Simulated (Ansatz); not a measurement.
Basis-set extrapolation for CH$_{2}$BClS$_{2}$ (`S=CB(S)Cl`) (PBE0-D4/def2-TZVP geometry, frozen core, Ansatz). Multiplicity 1, RHF reference.

|  | def2-TZVPP | def2-QZVPP |
| --- | --- | --- |
| HF | -1318.380721 | -1318.417983 |
| MP2 correlation | -0.787258 | -0.853327 |
| CCSD(T) correlation | -0.883311 | not run |

Energies in hartree. Use E(X) = E(∞) + A·exp(−7.88·√X) for Hartree–Fock and E(X) = E(∞) + B·X^(−2.97) for correlation, with X = 3 and 4, and add CCSD(T) minus MP2 of the smaller set to the MP2 limit.

**Question.** What is the CCSD(T) energy at the basis-set limit?

**Answer.** HF limit: -1318.417983 + (-0.037262) × 0.13774 = -1318.42312. MP2 limit: -0.853327 + (-0.066069) × 0.74074 = -0.90227. Higher-order term: -0.883311 − (-0.787258) = -0.09605. Total: -1319.42144 hartree, 413.3 kJ/mol below CCSD(T)/def2-TZVPP.
